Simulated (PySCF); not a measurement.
**Bond length, frequency and bond energy of TlBr⁺ by level of theory**

State: ²Π (doublet), unpaired electrons π ↑. Set-up: Tl cc-pVDZ-PP with ECP60, Br cc-pVDZ-PP with ECP10; scalar-relativistic core potentials (PySCF 2.14). De refers to Tl⁺ + Br in their high-spin ground configurations, without counterpoise correction. The functionals are run spin-unrestricted. A positive dipole points towards Br; it is taken about the centre of mass and depends on that origin.

| Level | Re (Å) | ωe (cm⁻¹) | De (eV) | μ (D) |
| --- | --- | --- | --- | --- |
| UHF | 3.669 | 43.4 | n/a | -3.57 |
| UHF-MP2 | 3.421 | 60.3 | n/a | n/a |
| UHF-SCS-MP2 | 3.466 | 56.9 | n/a | n/a |
| UHF-CCSD | 3.458 | 57.7 | n/a | n/a |
| UHF-CCSD(T) | 3.431 | 59.9 | n/a | n/a |
| PBE | 3.274 | 76.6 | n/a | -1.72 |
| r²SCAN | 3.265 | 76.9 | n/a | -1.89 |
| M06-L | 3.330 | 75.7 | n/a | -2.27 |
| B3LYP | 3.338 | 70.0 | n/a | -2.09 |
| PBE0 | 3.299 | 72.0 | n/a | -2.09 |
| MN15 | 3.271 | 77.4 | n/a | -1.96 |
| ωB97X | 3.326 | 72.8 | n/a | -2.35 |

The bond length runs from 3.265 Å (r²SCAN) to 3.669 Å (UHF).

Correlated steps freeze 8 core orbitals. Spin–orbit coupling is left out, which matters for elements this heavy, above all for dissociation energies. The state was picked by a PBE0 search and need not be the measured ground state.
